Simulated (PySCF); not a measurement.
# SMILES C[C@@H]1CCC[C@@H]1[NH3+], [C6H14N]+, charge +1

Cartesian coordinates in Å; atom numbers follow the order of the lines, from 1:
```xyz
21

C    -1.585   -1.368   -0.512
C    -0.322   -0.552   -0.755
C     0.927   -1.096   -0.039
C     1.820    0.125    0.260
C     1.056    1.349   -0.270
C    -0.400    0.908   -0.295
N    -0.942    0.952    1.107
H    -1.755   -1.571    0.545
H    -1.491   -2.332   -1.004
H    -2.458   -0.873   -0.933
H    -0.133   -0.527   -1.831
H     1.441   -1.821   -0.665
H     0.648   -1.617    0.878
H     2.787    0.037   -0.228
H     2.018    0.217    1.329
H     1.369    1.576   -1.288
H     1.221    2.243    0.329
H    -1.041    1.527   -0.923
H    -0.302    0.407    1.700
H    -1.874    0.519    1.134
H    -0.993    1.914    1.460
```

Total charge +1.

The calculation used TDDFT CAM-B3LYP/def2-SVPD circular dichroism and optical rotation, one conformer, gas phase in PySCF 2.14.0. Geometry: GFN2-xTB.

The molecule is flexible and this is one conformer; a measurement averages over conformers.

(1) Draw the ECD and absorption spectra from the lowest 12 states, each a Gaussian of half-width 0.35 eV at 1/e height.

## Answers

(1) 
| E (eV) | λ (nm) | Δε (L mol⁻¹ cm⁻¹) | ε (L mol⁻¹ cm⁻¹) |
| --- | --- | --- | --- |
| 7.60 | 163 | +0.08 | 11.7 |
| 7.70 | 161 | +0.10 | 26 |
| 7.80 | 159 | +0.04 | 50.2 |
| 7.90 | 157 | -0.25 | 84.8 |
| 8.00 | 155 | -0.88 | 127 |
| 8.10 | 153 | -1.77 | 172 |
| 8.20 | 151 | -2.61 | 217 |
| 8.30 | 149 | -2.95 | 268 |
| 8.40 | 148 | -2.43 | 340 |
| 8.50 | 146 | -1.12 | 446 |
| 8.60 | 144 | +0.52 | 584 |
| 8.70 | 142 | +1.83 | 740 |
| 8.80 | 141 | +2.13 | 894 |
| 8.90 | 139 | +0.95 | 1040 |
| 9.00 | 138 | -1.72 | 1160 |
| 9.10 | 136 | -5.08 | 1280 |
| 9.20 | 135 | -7.47 | 1400 |
| 9.30 | 133 | -7.04 | 1510 |
| 9.40 | 132 | -2.84 | 1640 |
| 9.50 | 130 | +4.41 | 1770 |
| 9.60 | 129 | +12.72 | 1880 |
| 9.70 | 128 | +19.78 | 1910 |
| 9.80 | 126 | +23.91 | 1830 |

Δε uses R in velocity form, ε uses f in length form. Only the states computed contribute, so the short-wavelength end is incomplete.
